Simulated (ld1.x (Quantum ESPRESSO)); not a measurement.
# Configuration tests for Nb (Z = 41) (PAW)

Nb, PAW, made with ld1.x (Quantum ESPRESSO) 7.5 (PW91, fully relativistic). Core [Ar] 3d10, reference 4s2 4p6 4d3.5 5s0 5p0 (charge +1.5). Waves: 4s (bound): rcut 1.50, rcutus 1.75 bohr; 5s (bound, empty): rcut 1.50, rcutus 1.75 bohr; 4p (bound): rcut 1.85, rcutus 2.10 bohr; 5p (bound, empty): rcut 1.85, rcutus 2.10 bohr; 4d (bound): rcut 2.75, rcutus 3.00 bohr; 4d channel at 2.05 Ry: rcut 2.75, rcutus 3.00 bohr. Local part: all-electron potential smoothed inside 2.10 bohr (lloc = -1). Core correction: Bessel-smoothed model core inside 1.75 bohr. Augmentation charge: BESSEL, radius 1.40 bohr.

Open shells are filled in proportion to 2j + 1 (rel_dist='average').

Energies are relative to the spin-unpolarised reference configuration 4s2 4p6 4d3.5 5s0 5p0; without spin polarisation the order of configurations can differ from experiment. Not all tests gave a result: test run stopped at test 6 of 7 (negative norm?).

```tsv
valence configuration	charge	ΔE all-electron (eV)	error AE − PS (meV)
4s2 4p6 4d4 5s1 5p0	0	-12.507	+4.8
4s2 4p6 4d3 5s0 5p0	+2	8.273	+2.0
4s2 4p6 4d4 5s0.5 5p0	+0.5	-9.843	+2.8
4s2 4p6 4d4 5s0 5p1	0	-9.531	+3.4
```

Question: What are ΔE and the potential's error for 4s2 4p6 4d4 5s0 5p0?

Answer: ΔE = -5.821 eV all-electron; the error (AE − PS) is +1.8 meV.

Levels in the configuration 4s2 4p6 4d4 5s0.5 5p0:

| level | all-electron (eV) | pseudo (eV) |
| --- | --- | --- |
| 4s j=1/2 | -61.468 | -61.479 |
| 4p j=1/2 | -39.053 | -39.063 |
| 4p j=3/2 | -36.952 | -36.962 |
| 4d j=3/2 | -6.179 | -6.187 |
| 4d j=5/2 | -6.018 | -6.025 |
| 5s j=1/2 | -6.656 | -6.659 |

ld1.x printed “convergence not achieved” for 4 of the counted tests; their residual had stalled under 1e-8, short of the target of 1e-14.

The ghost test of this file was not conclusive.
